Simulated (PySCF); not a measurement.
C7H7Cl3Si, SMILES Cl[Si](Cl)(Cl)c1ccc(cc1)C (GFN2-xTB optimised geometry):

```
18

C     -1.948    -3.027     0.019
C     -1.184    -1.741     0.000
C     -1.842    -0.518     0.004
C     -1.135     0.669     0.004
C      0.259     0.675     0.001
Si     1.235     2.291    -0.043
Cl     1.723     2.764    -1.953
Cl     2.941     2.104     1.030
Cl     0.131     3.799     0.733
C      0.915    -0.557     0.000
C      0.206    -1.741     0.000
H     -2.062    -3.375     1.047
H     -2.941    -2.897    -0.405
H     -1.422    -3.799    -0.538
H     -2.923    -0.494     0.006
H     -1.672     1.606     0.008
H      1.995    -0.585     0.000
H      0.738    -2.682    -0.001
```

Method: B3LYP/def2-SVP in PySCF.

What are the frontier orbital energies and the dipole moment?

HOMO-2 -8.62 eV, HOMO-1 -7.33 eV, HOMO -7.11 eV, LUMO -0.96 eV, LUMO+1 -0.52 eV; dipole moment 2.72 D.

Meta-Löwdin charges at B3LYP/def2-SVP: C1 -0.29, C2 0.05, C3 -0.11, C4 -0.08, C5 -0.24, Si6 0.91, Cl7 -0.25, Cl8 -0.25, Cl9 -0.25, C10 -0.08, C11 -0.11, H12 0.11, H13 0.10, H14 0.10, H15 0.10, H16 0.10, H17 0.10, H18 0.10.
